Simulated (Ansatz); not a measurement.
SiAu₄, relaxed as a quintet with UKS r2SCAN-D4/def2-SVP in Ansatz, starting from the r2SCAN-D4/def2-SVP geometry of the neutral singlet. Force threshold 0.02 eV/Å.

In the def2 sets Au takes a core potential; there is no spin–orbit coupling. At r2SCAN-D4/def2-SVP a singlet of charge 0 lies 3.23 eV below the quintet, each at its own geometry. The structure comes from a short search, and lower isomers may exist.

Start:

Cartesian coordinates in Å:
```
Au 0.8273 1.7669 0.9944
Au -1.2017 0.2548 -1.8130
Au -0.0905 -1.8983 1.0882
Au 1.3318 -0.3533 -0.7724
Si -0.8670 0.2299 0.5027
```

```json
{"step": "1", "energy (eV)": "-22653.8691", "largest force component (eV/Å)": "0.829", "SCF passes": "71"}
{"step": "2", "energy (eV)": "-22654.0510", "largest force component (eV/Å)": "0.428", "SCF passes": "36"}
{"step": "3", "energy (eV)": "-22654.0961", "largest force component (eV/Å)": "0.190", "SCF passes": "38"}
{"step": "4", "energy (eV)": "-22654.1527", "largest force component (eV/Å)": "0.180", "SCF passes": "37"}
{"step": "5", "energy (eV)": "-22654.2196", "largest force component (eV/Å)": "0.302", "SCF passes": "41"}
{"step": "6", "energy (eV)": "-22654.2770", "largest force component (eV/Å)": "0.288", "SCF passes": "36"}
{"step": "7", "energy (eV)": "-22654.3067", "largest force component (eV/Å)": "0.082", "SCF passes": "41"}
{"step": "8", "energy (eV)": "-22654.3090", "largest force component (eV/Å)": "0.053", "SCF passes": "34"}
{"step": "9", "energy (eV)": "-22654.3299", "largest force component (eV/Å)": "0.393", "SCF passes": "39"}
{"step": "10", "energy (eV)": "-22654.4085", "largest force component (eV/Å)": "0.623", "SCF passes": "42"}
{"step": "11", "energy (eV)": "-22654.5430", "largest force component (eV/Å)": "0.305", "SCF passes": "35"}
{"step": "12", "energy (eV)": "-22654.6389", "largest force component (eV/Å)": "0.147", "SCF passes": "35"}
{"step": "13", "energy (eV)": "-22654.6967", "largest force component (eV/Å)": "0.171", "SCF passes": "31"}
{"step": "14", "energy (eV)": "-22654.7395", "largest force component (eV/Å)": "0.194", "SCF passes": "30"}
{"step": "15", "energy (eV)": "-22654.7681", "largest force component (eV/Å)": "0.162", "SCF passes": "30"}
{"step": "16", "energy (eV)": "-22654.7927", "largest force component (eV/Å)": "0.113", "SCF passes": "30"}
{"step": "17", "energy (eV)": "-22654.8120", "largest force component (eV/Å)": "0.141", "SCF passes": "30"}
{"step": "18", "energy (eV)": "-22654.8303", "largest force component (eV/Å)": "0.282", "SCF passes": "30"}
{"step": "19", "energy (eV)": "-22654.8509", "largest force component (eV/Å)": "0.384", "SCF passes": "29"}
{"step": "20", "energy (eV)": "-22654.8828", "largest force component (eV/Å)": "0.345", "SCF passes": "30"}
{"step": "21", "energy (eV)": "-22654.9203", "largest force component (eV/Å)": "0.128", "SCF passes": "29"}
{"step": "22", "energy (eV)": "-22654.9628", "largest force component (eV/Å)": "0.105", "SCF passes": "29"}
{"step": "23 (rejected)", "energy (eV)": "-22654.9569", "largest force component (eV/Å)": "0.387", "SCF passes": "32"}
{"step": "24", "energy (eV)": "-22654.9765", "largest force component (eV/Å)": "0.062", "SCF passes": "30"}
{"step": "25", "energy (eV)": "-22654.9783", "largest force component (eV/Å)": "0.067", "SCF passes": "30"}
{"step": "26", "energy (eV)": "-22654.9807", "largest force component (eV/Å)": "0.016", "SCF passes": "25"}
```

Force components are those of the run's own axes.

End:

```xyz
5

Au    1.143    0.172    0.732
Au   -1.000    0.342   -1.882
Au   -0.589   -1.233    2.513
Au    1.503    1.279   -1.696
Si   -1.057   -0.560    0.333
```

Bonds lost: Au3–Au4, Au4–Si5 (atoms count from 1). Bonds formed: Au1–Au3 (atoms count from 1).

No frequencies were taken in this run, so the end may be a saddle point.

Run time 4.2 min (4 threads of Intel Xeon Platinum 8259CL on a shared host).
